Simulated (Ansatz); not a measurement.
A nudged elastic band was laid between two geometries of CH4ClIn (7 atoms, charge 0, multiplicity 1).

Method: RKS r2SCAN/def2-SVP (Ansatz 0.2.0).

* movable images: 7
* climbing image: yes
* spring: 5.0 eV/Å²
* optimiser: fire
* start path: through a guess of the saddle point
* force threshold: 0.05 eV/Å
* iteration limit: 60
* end points: relaxed
* largest step: 0.5 Å

Image 0:

```xyz
7
Properties=species:S:1:pos:R:3
In -0.507 -0.893 -0.374
Cl 1.234 -2.511 -0.509
H -2.013 -1.556 -0.864
C 0.225 0.999 0.335
H 0.207 0.993 1.436
H 1.262 1.146 0.002
H -0.408 1.822 -0.026
```

Image 8:

```xyz
7
Properties=species:S:1:pos:R:3
In -1.554 0.265 -0.650
Cl 0.238 -2.377 -0.375
H -0.635 -3.140 -0.937
C 0.245 1.191 0.355
H 0.395 0.776 1.370
H 1.171 0.999 -0.218
H 0.140 2.286 0.457
```

**Question.** Which bonds break or form, and what moves?

**Answer.** Bonds broken: In1–H3. Bonds formed: Cl2–H3. CH4ClIn becomes CH3In + ClH.

**Question.** Give the energies along the band, and the barrier.

**Answer.** It converged. The highest image is number 4 of 0 to 8, 1.68 eV above the first end and 0.44 eV above the last; the last end lies 1.24 eV above the first. Another band between the same ends (7 images) ends at a top of the same energy, where a vibrational analysis finds 1 clearly imaginary mode. The orbitals stay closed-shell, which can raise the energy where a bond breaks towards radicals; this wasn't checked here.

```csv
image,path coordinate (Å),energy (eV),In1–H3 (Å),Cl2–H3 (Å)
0,0.00,0.00,1.72,3.40
1,0.40,0.11,1.70,3.08
2,0.81,0.54,1.68,2.63
3,1.21,1.27,1.68,2.19
4,1.62,1.68,1.79,1.76
5,2.08,1.34,2.16,1.37
6,2.55,1.27,2.68,1.30
7,3.01,1.25,3.13,1.29
8,3.48,1.24,3.54,1.29
```

**Question.** What is the geometry of the highest image?

**Answer.** 
```xyz
7
Properties=species:S:1:pos:R:3:forces:R:3
In -1.015 -0.491 -0.343 0.00 -0.01 0.00
Cl 0.577 -2.679 -0.703 -0.01 -0.01 -0.01
H -1.108 -2.198 -0.877 0.00 0.00 0.01
C 0.222 1.143 0.385 0.01 0.01 0.00
H 0.296 1.075 1.481 0.00 0.00 0.00
H 1.226 1.027 -0.051 0.01 0.01 0.00
H -0.199 2.121 0.109 0.00 0.00 0.00
```

The run took 12 min on 2 threads of Arm Neoverse V1, with other jobs on the host, peak memory 0.14 GiB.
